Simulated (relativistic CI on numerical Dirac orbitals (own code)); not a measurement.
# d1 to d9 in one octahedral field

Computed with a parametric ligand-field model without spin-orbit coupling, by exact diagonalisation: B = 630, C = 3020, 10Dq = 26100 cm⁻¹ (Oh; |10Dq|/B = 41.4) for every shell. Energies in cm⁻¹; the field energy is (0.6 n_e − 0.4 n_t2) × 10Dq of the ground term; g labels are left out.

| Shell | Ground term | Electrons in e | Field energy | First spin-allowed bands | Lowest term of other spin |
| --- | --- | --- | --- | --- | --- |
| d1 | 2T2 | 0.000 | -10440 | 2E 26100 |  |
| d2 | 3T1 | 0.014 | -20526 | 3T2 24654, 3T1 32657 | 1T2 10078 |
| d3 | 4A2 | 0.000 | -31320 | 4T2 26100, 4T1 32983 | 2E 13953 |
| d4 | 3T1 | 0.024 | -41144 | 3E 23345, 3T1 24128 | 5E 8053 |
| d5 | ? | ? | ? | ? | ? |
| d6 | 1A1 | 0.034 | -61748 | 1T1 24017, 1T2 32668 | 3T1 17633 |
| d7 | 2E | 1.024 | -46362 | 2T1 23853, 2T2 24590 | 4T1 11898 |
| d8 | 3A2 | 2.000 | -31320 | 3T2 26100, 3T1 32983 | 1E 10990 |
| d9 | 2E | 3.000 | -15660 | 2T2 26100 |  |

Question: Fill in the row of d5.

Answer: Ground term: 2T2; Electrons in e: 0.043; Field energy: -51080; First spin-allowed bands: 2A2 22535, 2T1 22743; Lowest term of other spin: 4T1 12172. Low spin: d4, d5, d6, d7; the other shells keep the spin of the free ion. Only d4 to d7 can choose; the field needed to pair spins is smallest for d6 and largest for d5, which loses most exchange energy. In the strong-field picture 10Dq must exceed about 6B + 5C = 18880 (d4), 7.5B + 5C = 19825 (d5), 2.5B + 4C = 13655 (d6) and 4B + 4C = 14600 (d7); mixing of terms shifts these bounds somewhat.
